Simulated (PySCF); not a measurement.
C6H11O (doublet state).
Cartesian coordinates in Å at the GFN2-xTB level; atoms count from 1:
```xyz
18
C6H11O angstrom
C     -2.3767   -0.0198    1.1180
C     -1.7384    0.8107    0.0785
C     -0.4924    0.0660   -0.3702
C     -0.6676   -0.9820   -1.4244
C      0.6788    0.3032    0.2166
O      1.8182   -0.3906   -0.0948
C      3.0075    0.1506    0.4205
H     -1.9982    0.0036    2.1217
H     -3.0114   -0.8398    0.8408
H     -1.4579    1.7865    0.4801
H     -2.3996    0.9494   -0.7787
H     -1.3450   -1.7627   -1.0819
H     -1.0911   -0.5418   -2.3272
H      0.2926   -1.4312   -1.6604
H      0.7841    1.0652    0.9812
H      3.8021   -0.5464    0.1597
H      2.9610    0.2559    1.5103
H      3.2252    1.1297   -0.0216
```

The hyperfine couplings belong to this conformer and change with its torsions.

The species is `[CH2]C/C(C)=C/OC` [radical].

Computed with UKS B3LYP, pcH-1 on C H O, non-relativistic, mean-field spin-orbit, GIAO in PySCF. The structure is a single GFN2-xTB conformer in the gas phase; no vibrational or solvent corrections. The geometry wasn't refined by DFT: couplings that depend on bond lengths, twists or pyramidal angles can differ widely from those at the functional's own minimum. Stability of the SCF solution: not tested.

Task: Predict the first-order ENDOR lines of C1, C3, C2, C5, C4, H8/H9, H10/H11, H15, H12/H13/H14 and H16/H17/H18 under fast tumbling at B = 3362.3 mT (W band).

Result: For S = 1/2 in fast tumbling each set of equivalent nuclei gives two lines, ν± = |νn ± a/2| to first order, with νn = g_N μN B/h and μN/h = 7.62259 MHz/T.

| nuclei | isotope | g_N | νn (MHz) | a_iso (MHz) | lower line (MHz) | upper line (MHz) |
| --- | --- | --- | --- | --- | --- | --- |
| C1 | 13C | 1.4048 | 36.00 | 96.73 | 12.36 | 84.37 |
| C3 | 13C | 1.4048 | 36.00 | 76.18 | 2.09 | 74.10 |
| C2 | 13C | 1.4048 | 36.00 | -26.64 | 22.69 | 49.32 |
| C5 | 13C | 1.4048 | 36.00 | 3.83 | 34.09 | 37.92 |
| C4 | 13C | 1.4048 | 36.00 | -0.98 | 35.51 | 36.50 |
| H8/H9 | 1H | 5.5857 | 143.16 | -58.60 | 113.86 | 172.46 |
| H10/H11 | 1H | 5.5857 | 143.16 | 26.65 | 129.83 | 156.48 |
| H15 | 1H | 5.5857 | 143.16 | -3.89 | 141.21 | 145.10 |
| H12/H13/H14 | 1H | 5.5857 | 143.16 | -1.35 | 142.49 | 143.83 |
| H16/H17/H18 | 1H | 5.5857 | 143.16 | 0.68 | 142.82 | 143.50 |

The rows for 13C, of low natural abundance, apply to labelled samples.

Task: Which pairs are centred on the nuclear Larmor frequency, and which on half the coupling?

Result: Centred on νn, since |a| < 2νn: C2, C5, C4, H8/H9, H10/H11, H15, H12/H13/H14 and H16/H17/H18. Centred on |a|/2 and split by 2νn: C1 and C3.

Means are taken over nuclei equivalent by connectivity, which assumes that they swap fast. The 1H value of +26.6 MHz is a mean of couplings from 23.6 to 29.7 MHz in this one geometry, not an average over conformers.
